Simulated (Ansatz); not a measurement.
Species: PbS, net charge 0, singlet state. 
Geometry from a B3LYP-D3(BJ)/def2-TZVP (Ansatz, an electronic-structure program) optimisation:
```xyz
2

Pb     0.0000     0.0000    -0.3764
S      0.0000     0.0000     1.9291
```
Charge 0, spin multiplicity 1.

Quantity: vertical ionisation energy (to the doublet state of charge +1; each state is the SCF solution reached for its spin; for the singlet T1 is 0.028), in eV. Valence correlation only, unless marked. Open shells are spin-unrestricted. No spin-orbit coupling. The frozen core is the preceding noble-gas configuration, with the filled d and f shells of earlier blocks. Past Kr the def2 sets carry scalar-relativistic core potentials. CBS(X,Y): correlation extrapolated as X^-3; Hartree-Fock from the larger set.

```
level                                 program  vertical ionisation energy (eV)
------------------------------------  -------  -------------------------------
SVWN5/def2-TZVPD                       Ansatz                                …
r2SCAN/def2-TZVPD                      Ansatz                             8.96
B3LYP/def2-TZVPD                       Ansatz                             8.97
BHLYP/def2-TZVPD                       Ansatz                                …
CCSD/def2-QZVPPD                       Ansatz                             8.76
CCSD(T)/CBS(def2-TZVPPD,def2-QZVPPD)   Ansatz                                …
```

### Question
Some entries are withheld; supply them.

### Answer

- SVWN5/def2-TZVPD, vertical ionisation energy (eV): 9.37
- BHLYP/def2-TZVPD, vertical ionisation energy (eV): 8.63
- CCSD(T)/CBS(def2-TZVPPD,def2-QZVPPD), vertical ionisation energy (eV): 9.04
